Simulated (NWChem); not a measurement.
System: formate (CHO₂ anion); SMILES O=C[O-]

All runs: NWChem. Structure relaxed at the B3LYP/def2-SVPD level. B3LYP is NWChem's, with the RPA form of VWN correlation. Level: B3LYP/def2-SVPD with SMD (1 M gas to 1 M solution), gas-phase geometry. Reactions with the solvent are ignored.

```
solvent          dielectric constant  solvation free energy (kcal/mol)  cavity-dispersion-structure term (kcal/mol)
---------------  -------------------  --------------------------------  -------------------------------------------
water                           78.4                             -73.5                                          4.2
tetrahydrofuran                 7.43                             -52.2                                         -1.1
ethylene glycol                 40.2                             -69.3                                          7.4
toluene                         2.37                             -34.9                                         -0.7
```
